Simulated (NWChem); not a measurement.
Program: NWChem. System: H₆HfOSi, charge 0, spin multiplicity 1, at a geometry optimised with PBE/def2-SVP with def2 effective core potentials on Hf. The structure started from a generated list of species. Level: MP2/def2-SVP with def2 effective core potentials on Hf, 6 core orbitals frozen.

NWChem printed:

```
             Northwest Computational Chemistry Package (NWChem) 7.3.0
             --------------------------------------------------------

                                NWChem Input Module
                                -------------------

 Scaling coordinates for geometry "geometry" by  1.889725989
 (inverse scale =  0.529177249)

                             Geometry "geometry" -> ""
                             -------------------------

 Output coordinates in angstroms (scale by  1.889725989 to convert to a.u.)

  No.       Tag          Charge          X              Y              Z
 ---- ---------------- ---------- -------------- -------------- --------------
    1 Hf                  72.0000     0.33062600     0.63606000     0.26657800
    2 H                    1.0000     1.96986900     0.15783600     1.01483600
    3 H                    1.0000     0.56493800     1.80292800    -1.16844200
    4 H                    1.0000    -0.80164200     1.37392600     1.55085900
    5 O                    8.0000    -0.49856000    -0.95900700    -0.40183700
    6 Si                  14.0000    -1.23038900    -2.36710300    -0.99209000
    7 H                    1.0000    -0.35132300    -3.54318700    -0.67693200
    8 H                    1.0000    -1.40443300    -2.24073100    -2.47835100
    9 H                    1.0000    -2.56853800    -2.53562600    -0.33164600

 Effective nuclear repulsion energy (a.u.)     460.1075092987

            Nuclear Dipole moment (a.u.)
            ----------------------------
        X                 Y               Z
 ---------------- ---------------- ----------------
     0.0000321253    -0.0000604712    -0.0000302356


 Summary of "ao basis" -> "" (spherical)
 ------------------------------------------------------------------------------
       Tag                 Description            Shells   Functions and Types
 ---------------- ------------------------------  ------  ---------------------
 *                          def2-svp                  on all atoms

 Summary of "ao basis" -> "ao basis" (spherical)
 ------------------------------------------------------------------------------
       Tag                 Description            Shells   Functions and Types
 ---------------- ------------------------------  ------  ---------------------
 Hf                         def2-svp                12       32   6s3p2d1f
 H                          def2-svp                 3        5   2s1p
 O                          def2-svp                 6       14   3s2p1d
 Si                         def2-svp                 8       18   4s3p1d

                                 NWChem SCF Module
                                 -----------------

  ao basis        = "ao basis"
  functions       =    94
  atoms           =     9
  closed shells   =    20
  open shells     =     0
  charge          =   0.00
  wavefunction    = RHF
  use symmetry    = F
  symmetry adapt  = F

 Summary of "ao basis" -> "ao basis" (spherical)
 ------------------------------------------------------------------------------
       Tag                 Description            Shells   Functions and Types
 ---------------- ------------------------------  ------  ---------------------
 Hf                         def2-svp                12       32   6s3p2d1f
 H                          def2-svp                 3        5   2s1p
 O                          def2-svp                 6       14   3s2p1d
 Si                         def2-svp                 8       18   4s3p1d

 Forming initial guess at       0.1s

      Superposition of Atomic Density Guess
      -------------------------------------

 Sum of atomic energies:        -418.36361254

      Non-variational initial energy
      ------------------------------

 Total energy =    -413.907982
 1-e energy   =    -846.512083
 2-e energy   =     301.074003
 HOMO         =      -0.309425
 LUMO         =       0.014354

 Starting SCF solution at       1.9s

 ----------------------------------------------
         Quadratically convergent ROHF

 Convergence threshold     :          1.000E-07
 Maximum no. of iterations :          100
 Final Fock-matrix accuracy:          1.000E-09
[...]
   Bfn.  Coefficient  Atom+Function         Bfn.  Coefficient  Atom+Function
  ----- ------------  ---------------      ----- ------------  ---------------
    39      0.376033  3 H  s                 38      0.349762  3 H  s
    17     -0.227471  1 Hf d -1               9      0.223598  1 Hf pz
    34     -0.213000  2 H  s                 33     -0.198098  2 H  s
    20     -0.183696  1 Hf d  2              44     -0.163007  4 H  s
    43     -0.151634  4 H  s

 Vector   20  Occ=2.000000D+00  E=-4.171605D-01
              MO Center=  4.2D-01,  7.5D-01,  1.1D+00, r^2= 3.1D+00
   Bfn.  Coefficient  Atom+Function         Bfn.  Coefficient  Atom+Function
  ----- ------------  ---------------      ----- ------------  ---------------
    44      0.340103  4 H  s                 43      0.316328  4 H  s
    34     -0.311209  2 H  s                 33     -0.289460  2 H  s
    19      0.285016  1 Hf d  1               7      0.222026  1 Hf px
    17      0.155869  1 Hf d -1

 Vector   21  Occ=0.000000D+00  E= 4.722614D-02
              MO Center=  7.7D-01,  1.5D+00,  6.2D-01, r^2= 8.0D+00
   Bfn.  Coefficient  Atom+Function         Bfn.  Coefficient  Atom+Function
  ----- ------------  ---------------      ----- ------------  ---------------
    14      0.852314  1 Hf py                13      0.442973  1 Hf px
    65      0.421057  6 Si s                 15      0.357083  1 Hf pz
    16      0.197351  1 Hf d -2              17      0.159082  1 Hf d -1

 Vector   22  Occ=0.000000D+00  E= 5.154336D-02
              MO Center=  8.0D-01,  4.6D-01,  7.1D-01, r^2= 6.9D+00
   Bfn.  Coefficient  Atom+Function         Bfn.  Coefficient  Atom+Function
  ----- ------------  ---------------      ----- ------------  ---------------
    15      0.738413  1 Hf pz                18      0.309198  1 Hf d  0
    13     -0.245172  1 Hf px                19     -0.229829  1 Hf d  1
    23      0.216722  1 Hf d  0              20     -0.197665  1 Hf d  2
    17     -0.183037  1 Hf d -1              14     -0.181897  1 Hf py
    24     -0.151812  1 Hf d  1

 Vector   23  Occ=0.000000D+00  E= 5.155095D-02
              MO Center=  5.0D-02,  1.2D+00, -2.7D-02, r^2= 6.9D+00
   Bfn.  Coefficient  Atom+Function         Bfn.  Coefficient  Atom+Function
  ----- ------------  ---------------      ----- ------------  ---------------
    13      0.677499  1 Hf px                14     -0.404569  1 Hf py
    19      0.309658  1 Hf d  1              16      0.251033  1 Hf d -2
    18      0.245363  1 Hf d  0              21      0.178065  1 Hf d -2
    24      0.150411  1 Hf d  1

 center of mass
 --------------
 x =   0.11904390 y =   0.22901643 z =   0.09598657

 moments of inertia (a.u.)
 ------------------
        1157.753181371754        -487.220751917862        -204.198837029547
        -487.220751917862         473.673884505182        -392.844679722124
        -204.198837029547        -392.844679722124        1246.365931134979

  Mulliken analysis of the total density
  --------------------------------------

    Atom       Charge   Shell Charges
 -----------   ------   -------------------------------------------------------
    1 Hf  12    10.33   0.03 -0.30  1.78  0.50  0.56  0.06  5.59  0.55  0.10  1.31  0.06  0.09
    2 H    1     1.41   0.73  0.68  0.01
    3 H    1     1.41   0.73  0.68  0.01
    4 H    1     1.41   0.73  0.68  0.01
    5 O    8     8.89   1.99  1.04  0.78  2.85  2.23  0.00
    6 Si  14    13.06   2.00  1.99  0.92  0.09  5.94  1.14  0.70  0.29
    7 H    1     1.16   0.74  0.40  0.01
    8 H    1     1.16   0.74  0.40  0.01
    9 H    1     1.16   0.74  0.40  0.01

       Multipole analysis of the density wrt the origin
       ------------------------------------------------

     L   x y z        total         open         nuclear
     -   - - -        -----         ----         -------
     0   0 0 0     -0.000000      0.000000     40.000000

     1   1 0 0     -0.205476      0.000000    -37.487521
     1   0 1 0     -0.395748      0.000000    -72.118807
     1   0 0 1     -0.165716      0.000000    -30.225593

     2   2 0 0    -38.320921      0.000000    135.806414
     2   1 1 0      1.871449      0.000000    208.034616
     2   1 0 1      0.784001      0.000000     87.189931
     2   0 2 0    -35.694498      0.000000    427.900920
     2   0 1 1      1.508255      0.000000    167.740073
     2   0 0 2    -38.660267      0.000000     97.971106

                   NWChem MP2 Semi-direct Energy/Gradient Module
                   ---------------------------------------------

  Basis functions       =     94
  Molecular orbitals    =     94
  Frozen core           =      6
  Frozen virtuals       =      0
  Active alpha occupied =     14
  Active beta occupied  =     14
  Active alpha virtual  =     74
  Active beta virtual   =     74
  Use MO symmetry       = F
  Use skeleton AO sym   = F

  AO/Fock/Back tols     =   1.0D-09  1.0D-09  1.0D-09

 GA uses MA = F    GA memory limited = T

 Available:
  local mem=  1.15D+08
 global mem=  1.31D+08
 local disk=  0.00D+00
  mp2_memr nvloc                    74
  nvloc new                    74
   1 passes of  14:        4194304                      69804                  14876193.
   1 passes of  14: M    114670174           G      131054328           F     110475870.

 Semi-direct pass number   1 of   1  for RHF alpha+beta  at        4.6s
  vrange nnbf                  4219
  mp2_eaftype                    56  avail_ma_in_mb                   999
 EAF : mp2_eaftype filesize          56    7438097.
  mp2_eaf for mointskh                     56
Node 0 wrote     35.0 Mb in      0.0 s     Agg I/O rate:  1739.6 Mb/s
 Done moints_semi at       10.8s
  mp2_eaftype                    56  avail_ma_in_mb                   943
 EAF : mp2_eaftype filesize          56    7438097.
  mp2_eaf for kh                    56
 Done maket at       11.2s
 Done multipass loop at       11.2s

          -------------------------------------------
          SCF energy                -414.661119682412
          Correlation energy          -0.509387436418
          Singlet pairs               -0.331165453924
          Triplet pairs               -0.178221982494
          Total MP2 energy          -415.170507118830
          -------------------------------------------

          ---------------------------------------------------
                    Spin Component Scaled (SCS) MP2
          Same spin pairs                     -0.118814654996
          Same spin scaling factor             0.333333333333
          Opposite spin pairs                 -0.390572781422
          Opposite spin scaling fact.          1.200000000000
          SCS-MP2 correlation energy          -0.508292222705
          Total SCS-MP2 energy              -415.169411905117
          ---------------------------------------------------

 -----------------------
 Performance information
 -----------------------

 Timer overhead =  2.01D-07 seconds/call

               Nr. of calls         CPU time (s)                 Wall time (s)                GFlops
             ---------------    -------------------     ------------------------------   -------------------
Name         Min   Avg   Max    Min     Avg     Max     Min     Avg     Max   Mx/calls   Min     Max     Sum
mp2: moin     1     1     1    6.2     6.2     6.2      6.2     6.2     6.2     6.2      0.0     0.0     0.0
mp2: make     1     1     1   0.42    0.42    0.42     0.42    0.42    0.42    0.42      0.0     0.0     0.0
mp2: tota     1     1     1    6.7     6.7     6.7      6.7     6.7     6.7     6.7      0.0     0.0     0.0

 The average no. of pstat calls per process was 3.00D+00
 with a timing overhead of 6.03D-07s

 Task  times  cpu:       11.2s     wall:       11.2s

 Total times  cpu:       11.2s     wall:       11.2s
```

Problem. Write an NWChem input that would produce this output.

Solution. This is not unique; one that fits is 
```
start mol
memory heap 200 mb stack 800 mb global 1000 mb
geometry units angstroms nocenter noautoz noautosym
  Hf     0.330626     0.636060     0.266578
  H      1.969869     0.157836     1.014836
  H      0.564938     1.802928    -1.168442
  H     -0.801642     1.373926     1.550859
  O     -0.498560    -0.959007    -0.401837
  Si    -1.230389    -2.367103    -0.992090
  H     -0.351323    -3.543187    -0.676932
  H     -1.404433    -2.240731    -2.478351
  H     -2.568538    -2.535626    -0.331646
end
basis spherical
  * library def2-svp
end
ecp
  Hf library def2-ecp
end
scf
  rhf
  nopen 0
  maxiter 100
  thresh 1e-7
  semidirect memsize 60000000 filesize 0
end
mp2
  freeze core 6
end
task mp2 energy
```
